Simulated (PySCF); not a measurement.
C₄H₈Si, SMILES C(=C=C)([SiH3])C.

Geometry optimised at B3LYP-D3(BJ)/def2-SVP. The structure was generated by enumeration, and PubChem lists no compound with its InChIKey, so it may never have been made.

The numbers are results of PySCF with PBE/def2-TZVP, not measurements.

Symmetry labels are those of the subgroup Cs that the program uses (full group Cs).

Q: List the valence orbital energies around the gap with their symmetry. (The exact figures need the calculation; the answer reports its results.)

A: 
```json
[
 {"orbital": "HOMO−7", "symmetry": "A'", "energy (eV)": "-10.79"},
 {"orbital": "HOMO−6", "symmetry": "A\"", "energy (eV)": "-10.18"},
 {"orbital": "HOMO−5", "symmetry": "A'", "energy (eV)": "-10.15"},
 {"orbital": "HOMO−4", "symmetry": "A'", "energy (eV)": "-8.51"},
 {"orbital": "HOMO−3", "symmetry": "A\"", "energy (eV)": "-8.35"},
 {"orbital": "HOMO−2", "symmetry": "A'", "energy (eV)": "-8.16"},
 {"orbital": "HOMO−1", "symmetry": "A\"", "energy (eV)": "-6.27"},
 {"orbital": "HOMO", "symmetry": "A'", "energy (eV)": "-6.26"},
 {"orbital": "LUMO", "symmetry": "A\"", "energy (eV)": "-0.98"},
 {"orbital": "LUMO+1", "symmetry": "A'", "energy (eV)": "-0.88"},
 {"orbital": "LUMO+2", "symmetry": "A'", "energy (eV)": "0.12"},
 {"orbital": "LUMO+3", "symmetry": "A'", "energy (eV)": "0.56"}
]
```
